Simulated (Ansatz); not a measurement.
`[CH3][W]([CH3])(=[S])=[S]`. Total charge 0; spin multiplicity 1. W: def2 effective core potential. The structure was optimised at the PBE0-D4/def2-TZVP level.

```xyz
11

C     1.171   -0.225   -1.322
W    -0.660    0.097   -0.363
C    -0.450    0.119    1.718
S    -1.406    1.983   -0.975
S    -1.968   -1.486   -0.881
H     1.572   -1.193   -1.000
H     1.081   -0.233   -2.411
H     1.862    0.577   -1.038
H    -0.041   -0.846    2.040
H    -1.399    0.280    2.237
H     0.237    0.927    1.995
```

Problem. What is the dipole moment at PBE/def2-TZVPP? (An estimate is asked.)

Solution. Computed: 2.96 D, with components (2.57, -0.38, 1.42) D in this frame, pointing from negative to positive charge.

Problem. And with r2SCAN, B3LYP, ωB97M-V? (Best estimate.)

Solution. The calculation gave: r2SCAN 3.18 D, B3LYP 3.02 D, ωB97M-V 3.04 D.

Problem. Give the Mulliken charges with PBE, B3LYP, r2SCAN in def2-TZVPP. (An estimate is asked.)

Solution. The calculation gave: 
```json
{"atom": "C1", "PBE": "-0.46", "B3LYP": "-0.48", "r2SCAN": "-0.42"}
{"atom": "W2", "PBE": "0.58", "B3LYP": "0.70", "r2SCAN": "0.73"}
{"atom": "C3", "PBE": "-0.46", "B3LYP": "-0.48", "r2SCAN": "-0.42"}
{"atom": "S4", "PBE": "-0.20", "B3LYP": "-0.23", "r2SCAN": "-0.24"}
{"atom": "S5", "PBE": "-0.20", "B3LYP": "-0.23", "r2SCAN": "-0.24"}
{"atom": "H6", "PBE": "0.12", "B3LYP": "0.12", "r2SCAN": "0.10"}
{"atom": "H7", "PBE": "0.13", "B3LYP": "0.13", "r2SCAN": "0.11"}
{"atom": "H8", "PBE": "0.12", "B3LYP": "0.12", "r2SCAN": "0.10"}
{"atom": "H9", "PBE": "0.12", "B3LYP": "0.12", "r2SCAN": "0.10"}
{"atom": "H10", "PBE": "0.13", "B3LYP": "0.13", "r2SCAN": "0.11"}
{"atom": "H11", "PBE": "0.12", "B3LYP": "0.12", "r2SCAN": "0.10"}
```

B3LYP here is the variant with VWN-RPA as its local correlation; programs differ in this.
